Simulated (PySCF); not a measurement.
# Electronic absorption of CSe

Species: CSe (singlet state).
SMILES: `[C][Se]`

Computed, not measured: TDDFT CAM-B3LYP/aug-cc-pVTZ, vertical, gas phase, core orbitals frozen in the response in PySCF. Isolated species at its PBE0-D3(BJ)/def2-TZVP geometry, gas phase. The CAM-B3LYP/aug-cc-pVTZ calculation is non-relativistic and has no spin–orbit coupling, an omission that weighs most on selenium.

```
state  E (eV)  E (hartree)       f  symmetry  main configurations (H = HOMO, L = LUMO)
   S1    4.23       0.1553  0.0023         Π                             H→L/L+1 (98%)
   S2    4.23       0.1553  0.0023         Π                             H→L/L+1 (98%)
   S3    4.38       0.1609  0.0000         –                      H-2/H-1→L/L+1 (≥92%)
   S4    4.76       0.1750  0.0000         –                      H-2/H-1→L/L+1 (≥96%)
   S5    4.76       0.1750  0.0000         –                      H-2/H-1→L/L+1 (≥96%)
   S6    7.23       0.2655   0.107        Σ+         H-2/H-1→L/L+1 (≥61%), H→L+2 (15%)
   S7    8.11       0.2979   0.156        Σ+                               H→L+3 (85%)
   S8    8.47       0.3114   0.071         Π    H-2/H-1→L+3 (≥46%), H-2/H-1→L+2 (≥25%)
   S9    8.47       0.3114   0.071         Π    H-2/H-1→L+3 (≥46%), H-2/H-1→L+2 (≥25%)
```

Triplets (Tamm–Dancoff): T1 2.89 eV, H→L/L+1 (≥97%); T2 2.89 eV, H→L/L+1 (≥97%); T3 3.43 eV, H-2/H-1→L/L+1 (≥91%).

The lowest singlet level (S1/S2) comes at 293 nm (408 kJ/mol) in the ultraviolet; it is very weak. The strongest level in the table is S7 at 8.11 eV (153 nm, f = 0.156). S1/S2, S4/S5 and S8/S9 lie within about 0.01 eV of each other in each set; the point group C∞v has degenerate representations, and within a degenerate level the listed configurations can mix freely. Löwdin shares by element: HOMO carbon 74%, selenium 26%; LUMO (one of a set within 0.03 eV) carbon 54%, selenium 46%. The listed states span 4.25 eV, and the widest gap between neighbours is 2.46 eV (S5 to S6). Weighted by f, the mean energy of these states is 7.96 eV. Orbital energies (eV): HOMO-3 -15.97, HOMO-2 -10.59, HOMO-1 -10.59, HOMO -10.03, LUMO -1.42, LUMO+1 -1.42, LUMO+2 0.79. Symmetry labels in C∞v follow from the direction of the transition dipole and are given only for states with f of 0.002 or more. Orbitals of the list HOMO-3 to LUMO+2 that lie within 0.01 eV of each other are written together with a slash and their weights summed (≥ marks a lower bound); for degenerate orbitals outside that list single weights are arbitrary. The window holds the lowest 10 singlets. The highest level found (8.59 eV, f 0.093 so far) is left out, since the window may have cut off a degenerate partner.

On one thread, Intel Xeon Platinum 8375C at 2.90 GHz (x86_64), on a shared host, this took 4.5 s and 0.38 GiB of memory at its peak.
